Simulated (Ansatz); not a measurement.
Cost and result for the atomization energy of C$_{8}$H$_{12}$O$_{2}$, SMILES `CC1(C)C(=O)C(C)(C)C1=O` (22 atoms, 22 bonds).

Z-matrix (Å, degrees):
```
C
C 1 1.521
H 1 1.092 2 109.8
H 1 1.092 2 112.1 3 120.2
H 1 1.092 2 109.8 3 -119.7
C 2 1.538 1 114.1 3 -71.9
C 2 1.521 1 112.1 3 59.8
C 2 1.538 1 114.1 3 -168.4
O 6 1.194 2 132.9 1 65.4
C 6 1.538 2 94.2 1 -114.6
H 7 1.092 2 109.8 1 -59.8
H 7 1.092 2 109.8 1 59.8
H 7 1.092 2 112.1 1 -180.0
O 8 1.194 2 132.9 1 -65.4
C 10 1.521 6 114.1 2 -114.6
C 10 1.521 6 114.2 2 114.6
H 15 1.092 10 112.1 6 48.2
H 15 1.092 10 109.8 6 168.4
H 15 1.092 10 109.8 6 -71.9
H 16 1.092 10 109.8 6 -168.4
H 16 1.092 10 109.8 6 71.9
H 16 1.092 10 112.1 6 -48.2
```

The species carries charge 0 and has multiplicity 1. The geometry is a stationary point of PBE0-D4/def2-TZVP. Program: Ansatz. All runs use 5 threads of an AMD EPYC 7R13 on a shared host and a share of an NVIDIA H100 80 GB. Times are those of one run each, without the atoms' runs, and a repeat can differ threefold. Electronic energies, without spin–orbit coupling; frozen cores. CCSD(T)/CBS adds CCSD(T) − MP2 in def2-TZVPP to the MP2 limit, and its time is that of the two runs behind it. T1 = 0.014.

CCSD(T)/CBS is a level of theory with its own doubt, some kJ/mol a heavy atom from the limit and from the frozen cores, so smaller differences don't rank the functionals.

```csv
level,functions,wall time,atomization (kcal/mol),difference from CCSD(T)/CBS,per bond
revPBE-D4/def2-TZVPP,478,6 s,2292.7,18.4,0.8
BLYP-D4/def2-TZVPP,478,8 s,2278.6,4.3,0.2
PBE0-D4/def2-TZVPP,478,8.5 s,2302.8,28.5,1.3
CAM-B3LYP-D4/def2-TZVPP,478,8.5 s,2286.8,12.5,0.6
r2SCANh-D4/def2-TZVPP,478,9.6 s,2273.4,-0.9,0.0
BHLYP-D4/def2-TZVPP,478,10 s,2203.0,-71.3,-3.2
CCSD(T)/def2-SVP,200,10 s,2193.9,-80.4,-3.7
PBE-QIDH/def2-TZVPP,478,14 s,2278.4,4.1,0.2
ωB97X-V/def2-TZVPP,478,17 s,2282.9,8.6,0.4
MP2/def2-QZVPP,930,18 s,2303.2,28.9,1.3
ωB97M-V/def2-TZVPP (with forces),478,19 s,2285.2,10.9,0.5
CCSD(T)/def2-TZVPP,478,73 s,2222.6,-51.7,-2.4
CCSD(T)/CBS(def2),–,91 s,2274.3,0.0,0.0
```

The D4 term adds +22.4 kcal/mol with B3LYP and +12.2 kcal/mol with PBE0; it sums over pairs of atoms, weighted by their polarisabilities, and B3LYP, whose exchange is more repulsive, gets the larger term. Leaving LDA and LC-ωPBE aside and taking each functional with its dispersion term where it has one, the values, not all of them listed here, spread over 146.6 kcal/mol, from BHLYP-D4 to PBE-D4. LDA lies +295.8 kcal/mol from PBE without D4, its usual overbinding. From BLYP to BHLYP (50 % exact exchange), in def2-TZVPP and without D4, the atomization energy moves by −60.7 kcal/mol: exact exchange takes away binding that semilocal exchange gives to molecules.

B3LYP here is the variant with VWN-RPA as its local correlation; programs differ in this.
